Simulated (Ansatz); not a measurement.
Ansatz (a quantum-chemistry and plane-wave program) input (CCSD(T)/aug-cc-pVDZ):

Ansatz 0.2 input:
```yaml
crystal:
  periodic: [false, false, false]
  atoms:
    - {symbol: C, position_ang: [-2.87677779, 0.63178775, -0.83436477]}
    - {symbol: C, position_ang: [-1.67250654, 1.10125606, -0.52969952]}
    - {symbol: C, position_ang: [-0.39526307, 0.47428703, -0.95887656]}
    - {symbol: Se, position_ang: [0.49258972, -0.36034987, 0.61251816]}
    - {symbol: C, position_ang: [2.28161885, -0.51710694, -0.17997099]}
    - {symbol: H, position_ang: [-3.00019241, -0.25745745, -1.44200660]}
    - {symbol: H, position_ang: [-3.77880138, 1.11890290, -0.48819246]}
    - {symbol: H, position_ang: [-1.58180035, 1.98535009, 0.09390333]}
    - {symbol: H, position_ang: [-0.55427294, -0.29370151, -1.71354028]}
    - {symbol: H, position_ang: [0.30737351, 1.21741184, -1.33635089]}
    - {symbol: H, position_ang: [2.91934701, -0.97557097, 0.57299341]}
    - {symbol: H, position_ang: [2.24930784, -1.15222848, -1.06244327]}
    - {symbol: H, position_ang: [2.66855951, 0.46784607, -0.43250966]}
basis:
  gaussian:
    orbitals: aug-cc-pVDZ
total_charge: 1
magnetization: {spin_polarized: true, initial_magnetization: 1}
correlation: {method: ccsd_t, electrons: outside_noble_gas}
```

End of the output:

```
second order -18.18693227 eV of doubles, -0.00000000 eV of singles
coupled cluster: 8.93 GiB planned
cycle   1  -19.96552557 eV  change   -7.2e-1 eV  update   2.8e-2
cycle   2  -19.99477801 eV  change   -2.9e-2 eV  update   6.6e-3
cycle   3  -19.99668235 eV  change   -1.9e-3 eV  update   2.9e-3
cycle   4  -19.99726753 eV  change   -5.9e-4 eV  update   1.3e-3
cycle   5  -19.99776752 eV  change   -5.0e-4 eV  update   8.0e-4
cycle   6  -19.99814474 eV  change   -3.8e-4 eV  update   5.3e-4
cycle   7  -19.99835283 eV  change   -2.1e-4 eV  update   2.5e-4
cycle   8  -19.99844061 eV  change   -8.8e-5 eV  update   1.8e-4
cycle   9  -19.99835999 eV  change    8.1e-5 eV  update   1.0e-4
cycle  10  -19.99832249 eV  change    3.7e-5 eV  update   5.1e-5
cycle  11  -19.99832483 eV  change   -2.3e-6 eV  update   1.8e-5
perturbative correction -0.75451404 eV, -0.0277278794 hartree
Total energy: -69563.97792051 eV, -2556.4290364210 hartree
```

This state (charge 1, doublet) is run at the relaxed geometry of the species with charge 0 and multiplicity 1.
